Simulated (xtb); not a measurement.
C6H11O, doublet, at a GFN2-xTB geometry, atoms displaced at random by about 0.1 Å a coordinate. Base run: GFN1-xTB run with xtb.

xtb was given this input:
```
$ xtb mol.xyz --gfn 1 --uhf 1 --opt --json

# file mol.xyz
18

C      2.74878365     0.63354231     0.44986688
C      2.34894651    -0.38000532    -0.68952072
C      0.77798251    -0.71905439    -0.41620764
C     -0.12579814     0.43916418    -0.41910569
C     -1.31100595    -0.25139734     0.31881324
C     -2.59046756     0.90635500    -0.01034285
O     -1.84180591    -1.19661643     0.75896036
H      2.57131402     0.12878843     1.46385880
H      3.61427848     1.47234729     0.53383777
H      3.03447587    -1.14479421    -0.71676250
H      2.27098766     0.41930122    -1.66543406
H      1.03576927    -1.27158949     0.65606023
H      0.48903832    -1.29586946    -0.83345458
H      0.29548169     1.08647290     0.46031267
H     -0.20789070     1.09426815    -1.21060758
H     -2.24473361     1.97279355     0.50070482
H     -3.50543947     0.87569214     0.62550135
H     -2.82223619     1.13501565    -1.16489455
```

Each row names what was changed in the base input (with any setting that the change needs).

```
change               ΔE vs base (mEh)  optimiser steps
-------------------  ----------------  ---------------
base                            0.000               25
opt level = loose               0.196               11
opt level = extreme            -0.019               44
opt level = crude               0.322                9
opt level = tight              -0.018               32
opt level = lax                 0.038               19
opt level = sloppy              0.243               10
alpb = ether                  -10.581               37
alpb = thf                    -12.166               30
opt level = vtight             -0.019               38
```
